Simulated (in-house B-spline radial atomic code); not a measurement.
# Ionising Rb⁴⁺ with different functionals

Computed with a radial B-spline atomic code at the basis-set limit: scalar-relativistic (spin-free X2C) Hamiltonian, Fermi nucleus of rms radius 4.2036 fm, spin-polarised at highest spin, spherical fractional occupations for the functionals, and exact exchange of hybrids averaged over the configuration. The ionisation energy is the difference of two self-consistent energies, [Ar] 3d10 4s2 4p3 → [Ar] 3d10 4s2 4p2, without Breit or QED terms; ε is the level of the shell that loses the electron (its least bound occupied spin orbital). There is no spin-orbit coupling in this Hamiltonian.

```
   method                    rung  ΔSCF (eV)  -ε(4p) (eV)
     PBE0           global hybrid      69.29        64.11
    B3LYP           global hybrid      69.16        63.55
    TPSSh           global hybrid      69.39        63.12
BHandHLYP           global hybrid      69.14        65.77
  r2SCAN0           global hybrid      69.76        64.63
    B97-1           global hybrid      69.15        63.66
    HSE06  range-separated hybrid      69.23        63.64
    wB97X  range-separated hybrid      68.98        66.52
CAM-B3LYP  range-separated hybrid      69.14        65.42
  LC-wPBE  range-separated hybrid      69.25        67.09
```

Question: Among the functionals, which spreads more, the ΔSCF values or the orbital energies?

Answer: The orbital energies: ΔSCF values span about 0.78 eV and the orbital energies 3.97 eV; here energy differences depend much less on the functional than eigenvalues do.

Question: How do they compare with the NIST value?

Answer: NIST lists 68.4 eV ± 0.15 (tabulated theory, ground level to ground level). Errors run from +0.54 to +1.32 eV; wB97X is closest (+0.54 eV), but part of that can be cancellation, since the calculations leave out spin-orbit coupling, Breit-QED terms, multiplet and fine-structure energies.
